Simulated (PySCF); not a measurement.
**Nuclear quadrupole coupling in `C=C[CH2][GeH3]`**

Species: C₃H₈Ge.
Z-matrix (Å and degrees, PBE0-D3(BJ)/def2-SVP geometry), rows numbered from 1:
```
C 
C   1  1.3357
C   2  1.4897  1  125.68
Ge  3  1.9717  2  111.82  1  -107.33
H   1  1.0927  2  121.51  3   178.40
H   1  1.0950  2  121.44  3    -1.65
H   2  1.0980  1  118.38  3  -178.15
H   3  1.1013  2  111.43  1    13.32
H   3  1.1026  2  111.22  1   133.43
H   4  1.5418  3  110.08  2  -177.00
H   4  1.5392  3  109.65  2    62.52
H   4  1.5411  3  109.68  2   -57.15
```

Field gradients from the PBE0/pcSseg-1 density (PySCF, non-relativistic), principal values in atomic units, ordered |Vxx| ≤ |Vyy| ≤ |Vzz|:

```
atom      Vxx      Vyy     Vzz
 Ge4  -0.0486  -0.1085  0.1571
```

**Question.** Find the asymmetry η = (Vxx − Vyy)/Vzz and the couplings χ = eQV/h (234.96 MHz × Q in barn × V in au), with Q(73Ge) = −0.196 b.

**Answer.** 
```
atom                    environment  nucleus     η  χzz (MHz)  χxx (MHz)  χyy (MHz)
 Ge4  germanium bonded to C and 3 H     73Ge  0.38      -7.24       2.24       5.00
```

The tensor is traceless: Vxx + Vyy + Vzz = 0.

**Question.** What is Vzz at Ge4 in SI units (1 au = 9.71736 × 10²¹ V/m²)?

**Answer.** 0.1571 au = 1.527 × 10²¹ V/m².

**Question.** And the gradient at the other heavy atoms, for which no coupling is worked out here?

**Answer.** 
```
atom                    environment  Vzz (au)     η
  C1           terminal =CH2 carbon     0.252  0.50
  C2               alkene CH carbon     0.315  0.59
  C3  sp3 carbon bound to germanium    -0.038  0.75
```

Were the hydrogens deuterons (Q(2H) = 0.00286 b), χzz would run from 89 kHz (H10, H12 and H11) to 208 kHz (H5).

One conformer (not necessarily the lowest) at the PBE0-D3(BJ)/def2-SVP geometry, without solvent, vibrations or thermal averaging. The calculation is non-relativistic, for germanium too. These gradients aren't converged with respect to the basis.

The run behind these numbers computed NMR shieldings as well. The run took 8.9 s on Arm Neoverse V2, one thread, shared host.
